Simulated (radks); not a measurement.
Question: Os XI, 66 electrons, occupied as [Kr] 4d10 4f14 5s2 5p4. Method: Dirac Kohn-Sham, PBE, spin-unpolarised, spherical densities, finite nucleus; open shells fill j = l - 1/2 first; Fermi nuclear charge, rms radius 5.4126 fm; computed with a radial shooting solver on a logarithmic mesh with Libxc functionals.

Spin-orbit splittings of the eigenvalues, e(l+1/2) - e(l-1/2), with zeta = 2 splitting/(2l+1) and mean radii in bohr:

shell  occ.  splitting (eV)  zeta (eV)  <r> j=l-1/2  <r> j=l+1/2
2p        6               ?          ?      0.06130      0.06949
3p        6           334.1      222.7       0.1834       0.1985
3d       10           72.41      28.96       0.1734       0.1780
4p        6           78.54      52.36       0.4354       0.4688
4d       10           14.59      5.835       0.4812       0.4923
4f       14           2.889     0.8254       0.5382       0.5450
5p        4           15.14      10.09        1.018        1.086

Estimate the 2p splitting.

Answer: 1531 eV (zeta = 1021 eV).
